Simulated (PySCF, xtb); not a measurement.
B(Me)(OMe)(SH) (C2H7BOS), SMILES COB(C)S. Other conformers were not sampled.

Harmonic wavenumbers (cm⁻¹) from GFN2-xTB run with xtb at its own minimum, in rising order: 36, 91, 186, 189, 254, 302, 399, 440, 545, 779, 831, 873, 1011, 1051, 1130, 1145, 1335, 1391, 1420, 1464, 1470, 1489, 1492, 2487, 2964, 2973, 2983, 3015, 3026, 3055.

Question: What does PBE-D3(BJ)/def2-SVP in PySCF give at its own minimum? (An estimate is asked for; the answer gives what the named calculation found.)

Answer: 59, 80, 182, 197, 272, 350, 428, 453, 565, 765, 802, 842, 1039, 1077, 1131, 1156, 1265, 1333, 1388, 1389, 1417, 1419, 1448, 2634, 2942, 2972, 3022, 3052, 3067, 3080. Paired by order, the mean absolute difference is 34 cm⁻¹ and the zero-point energies are 56.9 and 56.9 kcal/mol.
